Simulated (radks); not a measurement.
Question: Mg, 12 electrons, occupied as [Ne] 3s0.5 3p1.5 (fractional occupations, a model configuration). Method: non-relativistic Kohn-Sham, PBEsol, spin-polarised, spherical densities, point nucleus; open shells are filled with parallel spins first; computed with a radial shooting solver on a logarithmic mesh with Libxc functionals. Some entries of the table are withheld. Estimate them.

orbital,occ.,eigenvalue (hartree),<1/r> (bohr^-1),<r^2> (bohr^2)
1s up,1,-46.18833,11.57,0.02316
1s down,1,-46.18521,11.57,0.02316
2s up,1,-3.01180,2.090,0.5895
2s down,1,-3.00686,2.091,0.5883
2p up,3,-1.80942,1.954,0.6101
2p down,3,-1.80348,1.956,0.6067
3s up,0.5,-0.23686,(1),10.55
3p up,1.5,-0.09990,0.3282,18.61

Answer: 
(1) 3s up <1/r> (bohr^-1): 0.4389
